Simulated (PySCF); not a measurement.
## Computed properties of H11NSi4, SMILES [SiH3]N[SiH2][SiH2][SiH3]

H11NSi4, SMILES [SiH3]N[SiH2][SiH2][SiH3]. Geometry: ωB97X-D3(BJ)/def2-SVP. The structure was generated by enumeration, and PubChem lists no compound with its InChIKey, so it may never have been made. Other conformers were not sampled. All values are computed for the isolated molecule unless a solvent is named; none is compared with measurement here.

**Structure.** All 42 harmonic modes at ωB97X-D3(BJ)/def2-SVP (PySCF) are real, so it is a minimum. With heavy atoms numbered as in [SiH3:1][NH:2][SiH2:3][SiH2:4][SiH3:5], the shortest bond between them is Si1–N2 at 1.743 Å and the longest Si3–Si4 at 2.337 Å.

**Vibrations.** The strongest infrared lines (harmonic, unscaled, degenerate partners summed) lie at 900 cm⁻¹ (276 km/mol, H 92 %, Si 8 %), 857 cm⁻¹ (222 km/mol, H 80 %, Si 11 %, N 9 %), 1213 cm⁻¹ (207 km/mol, H 66 %, N 31 %). The softest mode is at 37 cm⁻¹ and the zero-point energy is 64.2 kcal/mol.

**Electronic structure.** CAM-B3LYP/def2-TZVP (PySCF) places the frontier levels at -8.44 and 0.48 eV, a gap of 8.92 eV, and gives a dipole moment of 0.87 D and a mean polarisability of 118.0 bohr³. PBE/def2-TZVP (PySCF) at the same geometry gives -5.97 and -1.39 eV, so its gap is 4.34 eV narrower. An orbital gap is neither the optical nor the fundamental gap.

**Excitations.** TDA-CAM-B3LYP/def2-SVPD (PySCF) has S1 at 5.67 eV (219 nm, f = 0.010, weak); the most intense of the 6 singlets computed lies at 6.77 eV (f = 0.15). T1 (TDA) is at 5.21 eV, 0.46 eV under S1. TDA-PBE/def2-SVPD (PySCF) puts S1 at 4.78 eV. No vertical singlet excitation falls in the visible range (under 3.1 eV).

**NMR.** GIAO shifts at KT2/pcSseg-1 (PySCF) (non-relativistic, atoms alike by connectivity averaged): ¹H from -1.1 to 5.6 ppm against TMS; ²⁹Si from -114.0 to -31.3 ppm against TMS.
